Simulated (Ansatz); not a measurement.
C₂H₇NOZn, SMILES `C[N](C)[Zn][OH]`. Total charge 0; spin multiplicity 1.

```xyz
12

C     0.818   -0.744   -1.039
N     0.176   -0.034    0.034
C     0.384   -0.662    1.310
Zn   -0.947    1.348   -0.222
O    -1.929    2.804   -0.454
H     0.660   -0.246   -2.000
H     1.906   -0.811   -0.882
H     0.446   -1.777   -1.139
H    -0.012   -1.691    1.341
H    -0.099   -0.103    2.116
H     1.456   -0.726    1.557
H    -2.858    2.641   -0.620
```

**Question.** What are the harmonic wavenumbers in cm⁻¹ at PBE0-D4/def2-TZVP (Ansatz, finite differences of forces, unscaled)? (Estimate.)

**Answer.** Ansatz gave: 65, 101, 138, 178, 228, 256, 264, 314, 542, 704, 777, 1021, 1093, 1117, 1153, 1241, 1303, 1442, 1463, 1467, 1469, 1499, 1517, 2950, 2956, 2980, 2991, 3096, 3097, 3911.

**Question.** Is this a minimum?

**Answer.** Yes, all 30 modes are real.

**Question.** Give the ideal-gas thermochemistry at 298.15 K and 1 bar (rigid rotor, harmonic oscillator; point group Cs, symmetry number 1).

**Answer.** Zero-point energy 247.2 kJ/mol; H(298) − E = 270.8 kJ/mol; entropy 369.2 J/(mol·K), of which translation 169.2, rotation 112.3, vibration 87.7; G(298) − E = 160.8 kJ/mol. Modes under 100 cm⁻¹ are hindered rotations or soft bends, so the harmonic entropy is rough.

**Question.** And at 400, 500, 600, 800 and 1000 K?

**Answer.** 
| T (K) | H − E (kJ/mol) | S (J/mol/K) | G − E (kJ/mol) |
| --- | --- | --- | --- |
| 400 | 283.4 | 405.5 | 121.3 |
| 500 | 297.7 | 437.2 | 79.1 |
| 600 | 313.7 | 466.3 | 33.9 |
| 800 | 349.7 | 517.9 | -64.6 |
| 1000 | 390.0 | 562.8 | -172.8 |
